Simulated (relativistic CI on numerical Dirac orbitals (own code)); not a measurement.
## Level scheme of Zn7+

Method of calculation: Dirac-Coulomb-Breit CI, KLI orbitals optimised for each configuration, model QED, unscaled Slater integrals (own radial code, finite nucleus).

CI space (outside the closed core [Ne]): 3s2 3p6 3d5, 3s2 3p5 3d6, 3s2 3p6 3d4 4s, 3s2 3p6 3d4 4p, 3s 3p6 3d6, 3s2 3p6 3d4 4d, 3s2 3p6 3d3 4s 4p, 3s2 3p6 3d4 5s, 3s2 3p6 3d4 4f, 3s2 3p6 3d4 5p, 3s2 3p6 3d4 5d, 3s2 3p6 3d3 4p 4d, 3s2 3p6 3d4 6s, 3s2 3p6 3d4 5f, 3s2 3p6 3d4 5g, 3s2 3p5 3d5 4s, 3s2 3p6 3d4 6p, 3s2 3p6 3d4 6d, 3s2 3p5 3d5 4p, 3s 3p6 3d5 4s, 3s2 3p5 3d5 5s, 3s 3p6 3d5 4p, 3s2 3p5 3d5 6s, 3s 3p6 3d5 5s, 3s 3p6 3d5 6s, 3s2 3p6 3d3 4s2, 3s2 3p6 3d2 4s2 4p, 3s2 3p6 3d2 4s2 4d, 3s2 3p6 3d2 4s2 5s, 3s2 3p6 3d3 4p2, 3s2 3p6 3d2 4s 4p2, 3s2 3p6 3d2 4p3, 3s2 3p6 3d2 4p2 4d, 3s2 3p6 3d2 4p2 5s, 3p6 3d7, 3p5 3d8, 3s2 3p6 3d3 4s 4d, 3s2 3p6 3d2 4s 4p 4d, 3s2 3p6 3d2 4s 4d2, 3s2 3p6 3d2 4s 4d 5s, 3s 3p6 3d4 4s2, 3s 3p6 3d3 4s2 4p, 3s 3p6 3d3 4s2 4d, 3s 3p6 3d3 4s2 5s. Double excitations out of closed p, d and f shells are left out; levels of such configurations are missing from the list, as are those of other unlisted configurations, and high levels can miss mixing partners. These lack a partner that the ground configuration has and come out too high: 3s2 3p5 3d5 4s, 3s2 3p5 3d5 4p, 3s2 3p5 3d5 5s, 3s2 3p5 3d5 6s.

The lowest level is 3s2 3p6 3d5 6S_5/2, with 100 % of that term; Hund's rules for 3s2 3p6 3d5 give 6S with J = 5/2, in agreement.

| No. | Configuration | Term | J | E (cm⁻¹) | % | Landé g | jj configuration (%) |
| --- | --- | --- | --- | --- | --- | --- | --- |
| 1 | 3s2 3p6 3d5 | 6S | 5/2 | 0 | 100 | 2.000 | 3d3/2^2 3d5/2^3 (43) |
| 2 | 3s2 3p6 3d5 | 4G | 11/2 | 55408 | 99 | 1.272 | 3d3/2^2 3d5/2^3 (51) |
| 3 | 3s2 3p6 3d5 | 4G | 5/2 | 55504 | 99 | 0.573 | 3d3/2^2 3d5/2^3 (39) |
| 4 | 3s2 3p6 3d5 | 4G | 9/2 | 55587 | 100 | 1.171 | 3d3/2^2 3d5/2^3 (66) |
| 5 | 3s2 3p6 3d5 | 4G | 7/2 | 55590 | 99 | 0.984 | 3d3/2^2 3d5/2^3 (42) |
| 6 | 3s2 3p6 3d5 | 4P | 5/2 | 61826 | 83 | 1.560 | 3d5/2 (35) |
| 7 | 3s2 3p6 3d5 | 4P | 3/2 | 62282 | 87 | 1.663 | 3d3/2^3 3d5/2^2 (47) |
| 8 | 3s2 3p6 3d5 | 4P | 1/2 | 62779 | 95 | 2.538 | 3d3/2^2 3d5/2^3 (53) |
| 9 | 3s2 3p6 3d5 | 4D | 7/2 | 67437 | 99 | 1.426 | 3d3/2^2 3d5/2^3 (56) |
| 10 | 3s2 3p6 3d5 | 4D | 1/2 | 68086 | 95 | 0.127 | 3d3/2^2 3d5/2^3 (79) |
| 11 | 3s2 3p6 3d5 | 4D | 3/2 | 68416 | 87 | 1.264 | 3d3/2 3d5/2^4 (50) |
| 12 | 3s2 3p6 3d5 | 4D | 5/2 | 68420 | 84 | 1.402 | 3d3/2^2 3d5/2^3 (37) |
| 13 | 3s2 3p6 3d5 | 2I | 11/2 | 80183 | 98 | 0.926 | 3d3/2^2 3d5/2^3 (49) |
| 14 | 3s2 3p6 3d5 | 2I | 13/2 | 80378 | 100 | 1.076 | 3d3/2^2 3d5/2^3 (100) |
| 15 | 3s2 3p6 3d5 | 2D | 5/2 | 85965 | 64 | 1.088 | 3d5/2 (34) |
| 16 | 3s2 3p6 3d5 | 2D | 3/2 | 87718 | 89 | 0.758 | 3d3/2^2 3d5/2^3 (62) |
| 17 | 3s2 3p6 3d5 | 2F | 7/2 | 90121 | 89 | 1.143 | 3d3/2^3 3d5/2^2 (39) |
| 18 | 3s2 3p6 3d5 | 4F | 9/2 | 92075 | 91 | 1.312 | 3d3/2^2 3d5/2^3 (48) |
| 19 | 3s2 3p6 3d5 | 4F | 5/2 | 92271 | 71 | 0.995 | 3d3/2^2 3d5/2^3 (67) |
| 20 | 3s2 3p6 3d5 | 4F | 7/2 | 92704 | 88 | 1.227 | 3d3/2 3d5/2^4 (50) |
| 21 | 3s2 3p6 3d5 | 4F | 3/2 | 93419 | 89 | 0.444 | 3d3/2 3d5/2^4 (46) |
| 22 | 3s2 3p6 3d5 | 2F | 5/2 | 94276 | 44 | 1.005 | 3d5/2^5 (52) |
| 23 | 3s2 3p6 3d5 | 2H | 9/2 | 97036 | 70 | 0.979 | 3d3/2^2 3d5/2^3 (70) |
| 24 | 3s2 3p6 3d5 | 2H | 11/2 | 98550 | 97 | 1.087 | 3d3/2 3d5/2^4 (64) |
| 25 | 3s2 3p6 3d5 | 2G | 7/2 | 99564 | 96 | 0.898 | 3d3/2^2 3d5/2^3 (70) |
| 26 | 3s2 3p6 3d5 | 2G | 9/2 | 101056 | 67 | 1.061 | 3d3/2 3d5/2^4 (65) |
| 27 | 3s2 3p6 3d5 | 2F | 5/2 | 106328 | 97 | 0.862 | 3d3/2^2 3d5/2^3 (57) |
| 28 | 3s2 3p6 3d5 | 2F | 7/2 | 106788 | 97 | 1.143 | 3d3/2 3d5/2^4 (41) |
| 29 | 3s2 3p6 3d5 | 2S | 1/2 | 116486 | 99 | 2.000 | 3d3/2^3 3d5/2^2 (40) |
| 30 | 3s2 3p6 3d5 | 2D | 3/2 | 130142 | 100 | 0.799 | 3d3/2^3 3d5/2^2 (35) |
| 31 | 3s2 3p6 3d5 | 2D | 5/2 | 130372 | 99 | 1.197 | 3d3/2 3d5/2^4 (35) |
| 32 | 3s2 3p6 3d5 | 2G | 9/2 | 144720 | 100 | 1.111 | 3d3/2^2 3d5/2^3 (82) |
| 33 | 3s2 3p6 3d5 | 2G | 7/2 | 144826 | 99 | 0.888 | 3d3/2^2 3d5/2^3 (49) |
| 34 | 3s2 3p6 3d5 | 2P | 3/2 | 175337 | 98 | 1.327 | 3d3/2^2 3d5/2^3 (74) |
| 35 | 3s2 3p6 3d5 | 2P | 1/2 | 175514 | 99 | 0.668 | 3d3/2^2 3d5/2^3 (46) |
| 36 | 3s2 3p6 3d5 | 2D | 5/2 | 190649 | 100 | 1.200 | 3d3/2^2 3d5/2^3 (83) |
| 37 | 3s2 3p6 3d5 | 2D | 3/2 | 190863 | 99 | 0.804 | 3d3/2 3d5/2^4 (49) |
| 38 | 3s2 3p6 3d4 4s | 6D | 1/2 | 506578 | 99 | 3.332 | 3d3/2^2 3d5/2^2 4s (45) |
| 39 | 3s2 3p6 3d4 4s | 6D | 3/2 | 507114 | 99 | 1.866 | 3d3/2^3 3d5/2 4s (45) |
| 40 | 3s2 3p6 3d4 4s | 6D | 5/2 | 507951 | 99 | 1.657 | 3d3/2^2 3d5/2^2 4s (63) |
| 41 | 3s2 3p6 3d4 4s | 6D | 7/2 | 509035 | 99 | 1.587 | 3d3/2^2 3d5/2^2 4s (45) |
| 42 | 3s2 3p6 3d4 4s | 6D | 9/2 | 510313 | 99 | 1.555 | 3d3/2 3d5/2^3 4s (44) |
| 43 | 3s2 3p6 3d4 4s | 4D | 1/2 | 522130 | 98 | 0.005 | 3d3/2^3 3d5/2 4s (34) |
| 44 | 3s2 3p6 3d4 4s | 4D | 3/2 | 522944 | 99 | 1.200 | 3d3/2^2 3d5/2^2 4s (51) |
| 45 | 3s2 3p6 3d4 4s | 4D | 5/2 | 524158 | 99 | 1.371 | 3d3/2^2 3d5/2^2 4s (51) |
| 46 | 3s2 3p6 3d4 4s | 4D | 7/2 | 525661 | 98 | 1.427 | 3d3/2 3d5/2^3 4s (43) |
| 47 | 3s2 3p6 3d4 4s | 4H | 7/2 | 549670 | 95 | 0.680 | 3d3/2^2 3d5/2^2 4s (39) |
| 48 | 3s2 3p6 3d4 4s | 4H | 9/2 | 550132 | 93 | 0.982 | 3d3/2^2 3d5/2^2 4s (56) |
| 49 | 3s2 3p6 3d4 4s | 4P | 1/2 | 550134 | 95 | 2.627 | 3d3/2^4 4s (46) |
| 50 | 3s2 3p6 3d4 4s | 4H | 11/2 | 550806 | 96 | 1.136 | 3d3/2^2 3d5/2^2 4s (74) |
| 51 | 3s2 3p6 3d4 4s | 4H | 13/2 | 551551 | 99 | 1.229 | 3d3/2 3d5/2^3 4s (51) |
| 52 | 3s2 3p6 3d4 4s | 4P | 3/2 | 552743 | 97 | 1.724 | 3d3/2^3 3d5/2 4s (37) |
| 53 | 3s2 3p6 3d4 4s | 4F | 5/2 | 554475 | 86 | 0.969 | 3d3/2^2 3d5/2^2 4s (55) |
| 54 | 3s2 3p6 3d4 4s | 4F | 3/2 | 554597 | 99 | 0.401 | 3d3/2^2 3d5/2^2 4s (52) |
| 55 | 3s2 3p6 3d4 4s | 4F | 7/2 | 554632 | 82 | 1.190 | 3d3/2^2 3d5/2^2 4s (48) |
| 56 | 3s2 3p6 3d4 4s | 4F | 9/2 | 554874 | 83 | 1.297 | 3d3/2^3 3d5/2 4s (38) |
| 57 | 3s2 3p6 3d4 4s | 4P | 5/2 | 556562 | 97 | 1.596 | 3d3/2 3d5/2^3 4s (40) |
| 58 | 3s2 3p6 3d4 4s | 4G | 5/2 | 558253 | 82 | 0.641 | 3d3/2^2 3d5/2^2 4s (47) |
| 59 | 3s2 3p6 3d4 4s | 4G | 7/2 | 559299 | 81 | 1.019 | 3d3/2^2 3d5/2^2 4s (46) |
| 60 | 3s2 3p6 3d4 4s | 2H | 9/2 | 559408 | 79 | 0.969 | 3d3/2^2 3d5/2^2 4s (59) |
| 61 | 3s2 3p6 3d4 4s | 4G | 11/2 | 559567 | 58 | 1.197 | 3d3/2^2 3d5/2^2 4s (57) |
| 62 | 3s2 3p6 3d4 4s | 4G | 9/2 | 560042 | 75 | 1.139 | 3d3/2^2 3d5/2^2 4s (61) |
| 63 | 3s2 3p6 3d4 4s | 2P | 1/2 | 560777 | 94 | 0.702 | 3d3/2^2 3d5/2^2 4s (32) |
| 64 | 3s2 3p6 3d4 4s | 2H | 11/2 | 561522 | 60 | 1.158 | 3d3/2 3d5/2^3 4s (77) |
| 65 | 3s2 3p6 3d4 4s | 2F | 7/2 | 563880 | 80 | 1.096 | 3d3/2^3 3d5/2 4s (36) |
| 66 | 3s2 3p6 3d4 4s | 2F | 5/2 | 564411 | 94 | 0.849 | 3d3/2 3d5/2^3 4s (44) |
| 67 | 3s2 3p6 3d4 4s | 2P | 3/2 | 565391 | 94 | 1.328 | 3d3/2 3d5/2^3 4s (40) |
| 68 | 3s2 3p6 3d4 4s | 2G | 7/2 | 568352 | 88 | 0.917 | 3d3/2^2 3d5/2^2 4s (58) |
| 69 | 3s2 3p6 3d4 4s | 2G | 9/2 | 569531 | 96 | 1.106 | 3d3/2 3d5/2^3 4s (63) |
| 70 | 3s2 3p6 3d4 4s | 4D | 7/2 | 570269 | 98 | 1.427 | 3d3/2 3d5/2^3 4s (48) |

Energies count from the lowest computed level. Filled j subshells are mostly left out of the jj labels.

The mean weight of the leading LS term, summed over parents, in these 70 levels is 91 %, and that of the leading jj configuration (from the same eigenvectors) 52 %, so LS coupling describes them better.

At this charge configurations can still be misplaced by up to about 7 % of their energy. Terms inside the open d or f shell come out 10 to 20 % too wide with unscaled integrals.
